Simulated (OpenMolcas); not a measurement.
**Ni+: effect of the level shift or regulariser**

```
Program             : OpenMolcas
Basis               : ANO-RCC-VQZP [7s6p4d3f2g1h]
Scalar Hamiltonian  : DKH2, point nucleus
Active space        : 9 electrons in 6 orbitals (3d 4s)
State averaging     : 2S+1 = 2 even, 29 roots; 2S+1 = 4 even, 10 roots kept (CI in the orbitals of an earlier block)
Spin-orbit coupling : state interaction with AMFI integrals over the reference wave functions, term energies averaged over their components
```

Methods on the same reference wave functions:
A. CASSCF
B. MS-CASPT2, IPEA 0.25 Eh, imaginary shift 0.1 Eh (closed shells correlated: 3s 3p)
C. MS-CASPT2, IPEA 0.25 Eh, imaginary shift 0.3 Eh (closed shells correlated: 3s 3p)

Energies in cm⁻¹ above 3d⁹ ²D_5/2, the measured ground level; measured values from NIST Handbook of Basic Atomic Spectroscopic Data.

```
               Level       A      B      C  Measured
       3d⁸ 4s ⁴F_9/2  -25719   6900   6600      8394
       3d⁸ 4s ⁴F_7/2  -24787   7810   7510      9330
       3d⁸ 4s ⁴F_5/2  -24020   8590   8280     10116
       3d⁸ 4s ⁴F_3/2  -23477   9130   8830     10664
       3d⁸ 4s ²F_7/2  -19266  11640  11350     13550
       3d⁸ 4s ²F_5/2  -17807  13070  12780     14996
3d⁸ 4s ²D_5/2 [71 %]   -7412  21430  21080          
       3d⁸ 4s ²D_3/2   -7058  21750  21390          
3d⁸ 4s ⁴P_5/2 [74 %]   -5272  23560  23240          
       3d⁸ 4s ⁴P_3/2   -5198  23630  23320     24788
       3d⁸ 4s ⁴P_1/2   -4964  23860  23560     24836
          3d⁹ ²D_5/2     0.0    0.0    0.0       0.0
       3d⁸ 4s ²P_3/2     432  27510  27220     29071
       3d⁸ 4s ²P_1/2     983  28030  27730     29593
          3d⁹ ²D_3/2    1626   1621   1623      1507
       3d⁸ 4s ²G_9/2    2103  30980  30670     32500
       3d⁸ 4s ²G_7/2    2106  30980  30680     32524
```

A puts 3d⁸ 4s ⁴F_9/2 lowest.

Deviations, from unrounded energies. A percentage is the sum of absolute deviations over the sum of measured energies, with the sign that they share, or ± where signs differ.

```csv
Against measurement,Levels,A,B,C
mean absolute deviation (cm-1),13,29000,1400,1700
fine structure of the ground term (%),1,+7.9,+7.6,+7.7
other configurations (%),12,-158.1,-7.6,-9.1
```

B lies closest to measurement on these levels and A furthest from it. The largest miss of B in the table is 3d⁸ 4s ²F_5/2, by -1900 cm-1. The ranking rests on the paired levels alone, and a cruder setting can come out closer through cancelling errors.

Between B and C the level of the table that moves most is 3d⁸ 4s ²D_3/2, by 360 cm-1 (lowest in C, highest in B). Moves below CASPT2's spread within the term are not significant.

The mean deviations of B to C differ by less than CASPT2's widest spread within a term (1300 cm-1), so their order carries little weight.

The lowest spin-free term lies below A's lowest term by 0.812 hartree in B, 0.810 hartree in C.

CASPT2 does not keep the components of a term degenerate, so their means are used; among the terms shown or strongly mixed into the levels shown the widest spread is 1300 cm-1 (3d⁸ 4s ²F, B). Terms from blocks run as CI alone lack orbitals of their own. A single d shell beside an s shell can misplace configurations of different d count against each other. Without dynamic correlation excited terms often stand tens of per cent too high (terms of higher spin than the ground term too low), and those without a measured partner can miss by more than the paired ones (holds for A). The lowest computed level is not the ground level that NIST lists (2D5/2) (holds for A). Some levels mix across a computed gap that differs much from the measured one, so their mixing is not that of the real levels (holds for B; C). Measured partners are found by configuration, term and J. A level has none where our copy of the source lacks it or the pairing is in doubt (some pairs that miss far off the trend of their configuration count as doubtful), and it then counts in no deviation. Levels of configurations outside the active space are missing.

A share in square brackets marks a mixed level and gives the weight of the term that names it, the lowest over the columns.
